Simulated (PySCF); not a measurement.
These 2 structures share the formula C2H9NOSi2. Method: PBE0-D3(BJ)/def2-SVP geometry optimisation, gas phase (PySCF). One conformer each; no zero-point energy, no entropy. No frequencies were run at this level. Point groups hold within 0.08 Å.

Question: Order them by energy at this level, lowest first, and give relative energies in kcal/mol.
A. `CC(=O)N([SiH3])[SiH3]`
B. `[NH2:1][C:2](=[O:3])[CH:4]([SiH3:5])[SiH3:6]` with H–N1–C2–O3 -178° and 0°, N1–C2–C4–Si5 163°

Answer: A (0.0), B (17.0).

As drawn, the higher has an N–H bond and an Si–C bond, which the lower lacks.

```tsv
SMILES	E (Eh)	E rel (kcal/mol)	dipole (D)	point group	A, B, C (MHz)
CC(=O)N([SiH3])[SiH3]	-789.82220	0.0	2.76	Cs	2471, 2281, 1230
NC(=O)C([SiH3])[SiH3]	-789.79511	17.0	3.82	C1	2354, 2065, 1260
```

Q: As an exercise, what shares would exp(−E/RT) give at 2000 K from these electronic energies alone (no entropy, no degeneracies)?

A: RT = 3.974 kcal/mol: CC(=O)N([SiH3])[SiH3] 98.6 %, NC(=O)C([SiH3])[SiH3] 1.4 %.
